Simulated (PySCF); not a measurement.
Gas-phase reaction: 5 SbCl3 + 3 Br2 = 2 SbBr3 + 3 SbCl5

Method: PySCF energies (xtb for GFN2) plus ideal-gas RRHO corrections (1 bar). † marks an energy on the PBE0/def2-TZVP geometry and frequencies; other levels use their own. MP2 freezes the core. All species are closed-shell singlets. Sb: scalar-relativistic def2 core potential, no spin-orbit coupling. Br: all electrons, no relativistic terms. MP2 isn't extrapolated to the basis-set limit; its ΔH°(298 K) is -182.5 kJ in def2-SVP and -117.7 kJ in def2-TZVPP. The harmonic model lacks anharmonicity and excited electronic states, which grow with temperature; levels with a mode under 35 cm⁻¹ are left out. Soft modes under 120 cm⁻¹ make the harmonic entropy rough for SbCl3, SbBr3, SbCl5.

```tsv
level	ΔE electronic, kJ	ΔH°(298 K), kJ	ΔS°(298 K), J/K	ΔG°(1200 K), kJ
GFN2-xTB	10	21	-415	490
HF/def2-TZVP†	26	38	-467	572
MP2/def2-SVP†	-195	-182	-467	351
MP2/def2-TZVPP†	-130	-118	-467	415
PBE/def2-SVP	-54	-41	-458	481
ωB97X-V/def2-TZVP†	-87	-75	-467	458
```
ΔH° is lowest at MP2/def2-SVP† and highest at HF/def2-TZVP†. No reference value is set beside these.
